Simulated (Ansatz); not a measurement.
Reactions of `[CH3][Al]([CH3])[BH][SiH3]`.

Gas-phase electronic energies from Ansatz, PBE0-D4/def2-TZVP geometries. CCSD(T)/CBS adds triple-zeta CCSD(T) − MP2 to the extrapolated MP2 energy (def2 sets, frozen cores). Elements past krypton have def2 core potentials. For Ga, Sb outer-core shells are correlated without core-valence functions, which leaves a few kJ/mol of doubt a bond. Scalar relativity is left out up to krypton. One conformer a species, not always the lowest.

**Question.** Order these by ΔE at CCSD(T)/CBS, lowest first. (An estimate is asked.)
A. `[CH3][Al]([CH3])[BH][SiH3]` + `BN([SiH3])C=C` → `[BH2][Al]([CH3])[CH3]` + `BN(C=C)[SiH2][SiH3]`
B. `[CH3][Al]([CH3])[BH][SiH3]` + `C#[C][GaH2]` → `[SiH3][BH][GaH2]` + `C#[C][Al]([CH3])[CH3]`
C. `[CH3][Al]([CH3])[BH][SiH3]` + `[NH2][SbH2]` → `[SiH3][NH][SbH2]` + `[BH2][Al]([CH3])[CH3]`
D. `[CH3][Al]([CH3])[BH][SiH3]` + `[SiH3]S` → `[SiH3]BS[SiH3]` + `[CH3][AlH][CH3]`
E. `[CH3][Al]([CH3])[BH][SiH3]` + `C=C(O)F` → `C=C(F)O[SiH3]` + `[BH2][Al]([CH3])[CH3]`

**Answer.** D (-118.4 kJ/mol), E (-88.4 kJ/mol), C (-61.6 kJ/mol), B (-46.0 kJ/mol), A (-1.8 kJ/mol).

Largest T1 diagnostic: 0.015, for `[SiH3]BS[SiH3]`.
